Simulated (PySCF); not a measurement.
TiH3, SMILES [TiH3] (connectivity only; charge and spin as stated), neutral, multiplicity 2. Atoms are numbered in the order given.

```xyz
4

Ti     0.0000     0.0000     0.0000
H      1.7318     0.0000     0.0000
H     -0.8659     1.4998     0.0000
H     -0.8659    -1.4998     0.0000
```
Charge 0, spin multiplicity 2.

Geometry optimised at PBE0-D3(BJ)/def2-TZVPD. A frequency run showed that this geometry is not a minimum. The spin state was assumed, not searched.

The numbers are results of TDA-B3LYP/def2-TZVPD (PySCF 2.14.0), not measurements.

Vertical excitations; the highest root listed may be one member of a degenerate set. Gas-phase values at a fixed geometry.

Computed lowest excited states:
```json
[
 {"state": "root 1", "energy (eV)": "0.46", "λ (nm)": "2683", "f": "0.000", "main pairs": "α HOMO→LUMO (degenerate set)"},
 {"state": "root 2", "energy (eV)": "0.46", "λ (nm)": "2678", "f": "0.000", "main pairs": "α HOMO→LUMO+1 (degenerate set)"},
 {"state": "root 3", "energy (eV)": "1.77", "λ (nm)": "699", "f": "0.004", "main pairs": "α HOMO→LUMO+2 (degenerate set)"},
 {"state": "root 4", "energy (eV)": "1.78", "λ (nm)": "698", "f": "0.004", "main pairs": "α HOMO→LUMO+3 (degenerate set)"},
 {"state": "root 5", "energy (eV)": "2.86", "λ (nm)": "433", "f": "0.001", "main pairs": "α HOMO−1→LUMO 42 %, α HOMO−2→LUMO+1 42 %, β HOMO→LUMO+1 8 %, β HOMO−1→LUMO 8 %"},
 {"state": "root 6", "energy (eV)": "3.00", "λ (nm)": "413", "f": "0.000", "main pairs": "α HOMO−1→LUMO+1 52 %, α HOMO−2→LUMO 45 %"},
 {"state": "root 7", "energy (eV)": "3.01", "λ (nm)": "412", "f": "0.000", "main pairs": "α HOMO−2→LUMO+1, α HOMO−1→LUMO, β HOMO−1→LUMO, β HOMO→LUMO+1 (degenerate set)"},
 {"state": "root 8", "energy (eV)": "3.01", "λ (nm)": "412", "f": "0.000", "main pairs": "α HOMO−2→LUMO, α HOMO−1→LUMO+1, β HOMO−1→LUMO+1, β HOMO→LUMO (degenerate set)"},
 {"state": "root 9", "energy (eV)": "3.46", "λ (nm)": "359", "f": "0.001", "main pairs": "α HOMO→LUMO+4 7 %, α HOMO−2→LUMO+1 7 %, α HOMO−1→LUMO 7 %, β HOMO−1→LUMO 39 %, β HOMO→LUMO+1 39 %"},
 {"state": "root 10", "energy (eV)": "3.48", "λ (nm)": "357", "f": "0.000", "main pairs": "β HOMO→LUMO 49 %, β HOMO−1→LUMO+1 49 %"}
]
```
Unrestricted roots are not spin-pure.
